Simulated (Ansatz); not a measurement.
Ideal-gas functions of `FB[SeH]` at 800 K and 1 bar, from an Ansatz frequency run at PBE0-D4/def2-TZVP.

Molar mass 110.79 g/mol, point group Cs (symmetry number 1), electronic degeneracy 1, moments of inertia 10.524, 139.286, 149.81 u Å². Harmonic wavenumbers (cm⁻¹, unscaled): 287, 382, 641, 770, 808, 1086, 1312, 2460, 2655.

Use S(trans) = R[1.5 ln M + 2.5 ln T − 1.1517]; rotational temperatures θ = 24.2544 K / I; S(rot) = R[ln(√π/σ · √(T³/θAθBθC)) + 1.5]; for each mode x = 1.438777 ν̃/T, S = R[x/(eˣ − 1) − ln(1 − e⁻ˣ)] and H = RT x/(eˣ − 1); 1 cm⁻¹ = 0.0119627 kJ/mol; R = 8.31446 J/(mol·K).

Q: By hand: the entropy, in J/(mol·K).

A: Translation 188.1. Rotation: θ = 2.3047, 0.1741, 0.1619 K, giving 112.0. Vibration, mode by mode: 13.90, 11.60, 7.58, 6.24, 5.90, 3.96, 2.87, 0.55, 0.41, in all 53.0. Electronic 0.0. Sum 353.1 J/(mol·K).

Q: By hand: H − E and G − E in kJ/mol, counted from the electronic energy.

A: Zero-point energy ½ × 10401 × 0.0119627 = 62.2; thermal vibration 23.7; translation, rotation and pV give 4 RT = 26.6. H − E = 112.5 kJ/mol, and G − E = 112.5 − 800 × 353.1/1000 = -170.0 kJ/mol.

Vibration gives 15 % of the entropy. The sum counts one conformer and one mirror image; others add a mixing term.
